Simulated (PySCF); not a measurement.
IPb, doublet, at a GFN2-xTB geometry (such geometries of metal compounds can be far from the true shape) (the spin is typed, not shown lowest) (core potentials on I, Pb), atoms displaced at random by about 0.05 Å a coordinate. Base run: B3LYP/def2-SVP (PySCF).

The PySCF input:
```python
from pyscf import gto, scf, dft
from pyscf.geomopt import geometric_solver

mol = gto.Mole()
mol.atom = '''
    Pb    0.098174   -0.070046   -1.082776
    I    -0.029033    0.042620    1.679014
'''
mol.basis = 'def2-svp'
mol.ecp = {'I': 'def2-svp', 'Pb': 'def2-svp'}
mol.charge = 0
mol.spin = 1
mol.verbose = 3
mol.build()

def method(m):
    mf = dft.UKS(m)
    mf.xc = 'b3lyp'
    return mf

conv, mol_eq = geometric_solver.kernel(method(mol), maxsteps=100)
print('optimisation converged:', conv)
print(mol_eq.tostring(format='xyz'))
mf = method(mol_eq)
mf.kernel()
```

The base run was repeated with changes; each row names its change, and settings that it needs were set with it.

```csv
change,ΔE vs base (µEh),optimiser steps,core-seconds (rough)
base,0.0,5,40
convergence_set = GAU_LOOSE,0.0,5,40
trust = 0.5,0.0,5,40
convergence_set = GAU_VERYTIGHT,-2.6,24,100
convergence_set = GAU_TIGHT,0.0,13,80
coordsys = cart,0.0,5,30
coordsys = hdlc,0.0,4,30
```

Open shells are given as the SCF converged; they aren't shown to be the lowest states, and a large step between rows can be another state.
